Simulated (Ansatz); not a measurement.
Name a neutral molecule of C, S, Si and H with zero-point energy (PBE0-D4/def2-TZVP) between 224 and 240 kJ/mol and size of the dipole moment (ωB97M-V/def2-TZVPP) between 1.80 and 2.10 D (Ansatz, PBE0-D4/def2-TZVP geometry).

`SC1[SiH2]C[SiH2]1` (228.2 kJ/mol, 1.91 D). Other molecules can fit too; these were computed, each in one conformer that needn't be the lowest.
